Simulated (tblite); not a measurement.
C7H13OP.
Atom-mapped SMILES: `[O:1]=[P@H:2]([CH:3]1[CH2:4][CH2:5][CH2:6]1)[CH:7]1[CH2:8][CH2:9]1` (hydrogens: H10 on P2; H11 on C3; H12, H13 on C4; H14, H15 on C5; H16, H17 on C6; H18 on C7; H19, H20 on C8; H21, H22 on C9)

Computed with GFN2-xTB (tblite), gas phase: L-BFGS steps from a force-field or distance-geometry start until the largest atomic force falls under 0.01 eV/Å.

Step 53: E = -767.7585 eV
```
atom  x, y, z in Å  |  force x, y, z in eV/Å
O1      1.5259   -1.0001    1.8067   -0.031  -0.044   0.082
P2      0.7295   -0.0561    1.0219   -0.002  -0.096   0.042
C3     -1.0769   -0.3589    1.0020   -0.023  -0.005   0.037
C4     -1.7322   -1.0655   -0.2037    0.016   0.027   0.046
C5     -2.6112    0.1781   -0.4324   -0.010  -0.060  -0.017
C6     -1.8840    0.9110    0.7037   -0.020  -0.013  -0.060
C7      1.3386    0.1489   -0.6711   -0.017   0.029  -0.020
C8      2.5381   -0.6925   -0.9772    0.058   0.066  -0.035
C9      2.7141    0.7506   -0.6480    0.056  -0.030  -0.002
H10     0.7782    1.2545    1.5158    0.000  -0.020   0.058
H11    -1.3129   -0.8382    1.9546   -0.013   0.012   0.044
H12    -2.2750   -1.9697    0.0661   -0.027   0.026  -0.026
H13    -1.0541   -1.3136   -1.0236   -0.030   0.108   0.105
H14    -3.6679    0.0217   -0.2261    0.002  -0.097  -0.011
H15    -2.5247    0.6321   -1.4171    0.068   0.029  -0.003
H16    -2.5180    1.2554    1.5197    0.022   0.026  -0.066
H17    -1.2506    1.7343    0.3683   -0.091   0.012   0.007
H18     0.6491    0.4190   -1.4534   -0.036   0.047  -0.080
H19     2.8211   -1.4162   -0.2232    0.005   0.039  -0.070
H20     2.6999   -1.0102   -1.9965   -0.022  -0.030   0.008
H21     3.0993    0.9894    0.3361    0.098   0.016  -0.054
H22     3.0034    1.4451   -1.4243   -0.003  -0.042   0.017
```

Step 54: E = -767.7628 eV
```
atom  x, y, z in Å  |  force x, y, z in eV/Å
O1      1.5291   -0.9964    1.8053    0.000  -0.103   0.118
P2      0.7274   -0.0518    1.0286   -0.056  -0.081   0.046
C3     -1.0793   -0.3536    1.0132   -0.009  -0.087   0.031
C4     -1.7239   -1.0664   -0.1960    0.058  -0.046   0.112
C5     -2.5929    0.1784   -0.4424    0.049  -0.129  -0.066
C6     -1.8853    0.9122    0.7002    0.022  -0.049   0.016
C7      1.3266    0.1562   -0.6654   -0.007   0.023  -0.031
C8      2.5167   -0.6924   -0.9861    0.122   0.066  -0.041
C9      2.7047    0.7483   -0.6492    0.142  -0.046  -0.011
H10     0.7762    1.2535    1.5317    0.008   0.020   0.048
H11    -1.3137   -0.8290    1.9690   -0.025   0.022   0.018
H12    -2.2712   -1.9707    0.0667   -0.039   0.057   0.010
H13    -1.0347   -1.3250   -1.0010    0.008   0.121   0.047
H14    -3.6476    0.0204   -0.2502   -0.143  -0.086  -0.008
H15    -2.4882    0.6219   -1.4273    0.058   0.083  -0.071
H16    -2.5334    1.2503    1.5033   -0.043   0.063   0.026
H17    -1.2488    1.7364    0.3848   -0.038   0.097  -0.061
H18     0.6389    0.4324   -1.4458   -0.076   0.063  -0.088
H19     2.8135   -1.4206   -0.2411   -0.043   0.047  -0.080
H20     2.6685   -1.0012   -2.0101   -0.031  -0.039   0.019
H21     3.1062    0.9726    0.3313    0.074   0.028  -0.029
H22     3.0009    1.4436   -1.4212   -0.029  -0.024  -0.004
```

Step 55: E = -767.7667 eV
```
atom  x, y, z in Å  |  force x, y, z in eV/Å
O1      1.5473   -0.9769    1.8121   -0.027  -0.106   0.097
P2      0.7274   -0.0393    1.0458   -0.066  -0.076   0.041
C3     -1.0779   -0.3506    1.0381   -0.035  -0.137  -0.025
C4     -1.7029   -1.0778   -0.1742    0.042  -0.110   0.050
C5     -2.5447    0.1791   -0.4762    0.059  -0.174  -0.100
C6     -1.8836    0.9083    0.7002   -0.015  -0.015   0.063
C7      1.2990    0.1752   -0.6564    0.055  -0.005  -0.047
C8      2.4704   -0.6905   -1.0105    0.111   0.084  -0.042
C9      2.6884    0.7413   -0.6508    0.171  -0.077  -0.022
H10     0.7694    1.2649    1.5529    0.018   0.020   0.037
H11    -1.3105   -0.8203    1.9975   -0.040   0.037   0.004
H12    -2.2744   -1.9692    0.0970   -0.007   0.174  -0.021
H13    -0.9940   -1.3774   -0.9536   -0.075   0.182   0.125
H14    -3.6154    0.0356   -0.3322    0.061  -0.043  -0.081
H15    -2.3796    0.6125   -1.4660    0.010  -0.009   0.185
H16    -2.5708    1.2243    1.4825   -0.009   0.057  -0.029
H17    -1.2404    1.7465    0.4329   -0.099   0.065  -0.098
H18     0.6033    0.4712   -1.4254   -0.023   0.057  -0.019
H19     2.7793   -1.4364   -0.2860   -0.102   0.082  -0.101
H20     2.5938   -0.9838   -2.0447   -0.022  -0.017   0.073
H21     3.1142    0.9376    0.3269    0.032   0.017  -0.052
H22     2.9912    1.4449   -1.4115   -0.040  -0.005  -0.039
```

Step 56: E = -767.7739 eV
```
atom  x, y, z in Å  |  force x, y, z in eV/Å
O1      1.5393   -0.9877    1.8162   -0.026  -0.110   0.081
P2      0.7268   -0.0455    1.0477   -0.049  -0.012   0.016
C3     -1.0802   -0.3474    1.0349   -0.016  -0.119   0.013
C4     -1.7060   -1.0746   -0.1747    0.056  -0.099   0.047
C5     -2.5517    0.1763   -0.4736    0.000  -0.148  -0.020
C6     -1.8876    0.9109    0.6963    0.027  -0.028   0.064
C7      1.3058    0.1733   -0.6534    0.050  -0.006  -0.035
C8      2.4801   -0.6884   -1.0099    0.069   0.025  -0.041
C9      2.6956    0.7411   -0.6518    0.127  -0.028  -0.046
H10     0.7713    1.2579    1.5596    0.020   0.003   0.025
H11    -1.3119   -0.8155    1.9954   -0.052   0.037   0.008
H12    -2.2727   -1.9678    0.0905   -0.036   0.108   0.015
H13    -0.9994   -1.3637   -0.9550    0.004   0.131   0.049
H14    -3.6189    0.0256   -0.3187    0.018  -0.029  -0.090
H15    -2.3969    0.6108   -1.4601    0.021   0.023   0.062
H16    -2.5713    1.2290    1.4770   -0.068   0.063   0.051
H17    -1.2521    1.7526    0.4263   -0.046   0.062  -0.120
H18     0.6095    0.4656   -1.4250    0.002   0.055   0.014
H19     2.7940   -1.4321   -0.2878   -0.098   0.041  -0.053
H20     2.5965   -0.9864   -2.0422   -0.005  -0.011   0.026
H21     3.1265    0.9416    0.3207    0.037   0.014   0.008
H22     2.9929    1.4436   -1.4140   -0.034   0.029  -0.072
```

**Question.** Estimate the geometry and energy of step 57. (The exact step hangs on the optimiser's Hessian estimate; all steps are aligned on step 56, rigid shifts and turns removed.)

**Answer.** E = -767.7821 eV, largest force 0.141 eV/Å
```
atom  x, y, z in Å  |  force x, y, z in eV/Å
O1      1.5357   -0.9956    1.8264   -0.049  -0.091   0.044
P2      0.7260   -0.0465    1.0623    0.018   0.050  -0.026
C3     -1.0813   -0.3415    1.0437    0.004  -0.048   0.037
C4     -1.6947   -1.0776   -0.1631    0.012  -0.065   0.032
C5     -2.5323    0.1688   -0.4890    0.009  -0.029   0.040
C6     -1.8916    0.9126    0.6902   -0.015  -0.023   0.103
C7      1.3002    0.1810   -0.6419    0.101  -0.018  -0.017
C8      2.4665   -0.6847   -1.0240   -0.018  -0.026  -0.033
C9      2.6981    0.7358   -0.6548    0.050   0.029  -0.048
H10     0.7735    1.2553    1.5846    0.021  -0.035  -0.001
H11    -1.3106   -0.8004    2.0081   -0.091   0.021   0.031
H12    -2.2719   -1.9617    0.0999   -0.047   0.030   0.041
H13    -0.9824   -1.3704   -0.9307    0.099   0.053  -0.035
H14    -3.6006    0.0182   -0.3471   -0.008  -0.012  -0.131
H15    -2.3570    0.6028   -1.4726   -0.003  -0.012   0.061
H16    -2.5974    1.2196    1.4568   -0.042   0.045   0.056
H17    -1.2681    1.7695    0.4377   -0.022   0.001  -0.133
H18     0.5957    0.4809   -1.4071    0.073   0.050   0.080
H19     2.7933   -1.4362   -0.3188   -0.114  -0.005   0.011
H20     2.5536   -0.9795   -2.0593    0.027   0.010  -0.012
H21     3.1486    0.9258    0.3107    0.013  -0.004   0.018
H22     2.9864    1.4431   -1.4136   -0.018   0.079  -0.116
```

The energy changes by -0.0082 eV. The first-order estimate −F·Δx gives -0.0124 eV and the mean of the old and new forces, exact on a quadratic surface, -0.0082 eV. The step makes an angle of 77° with the force vector and moves no atom by more than 0.047 Å.
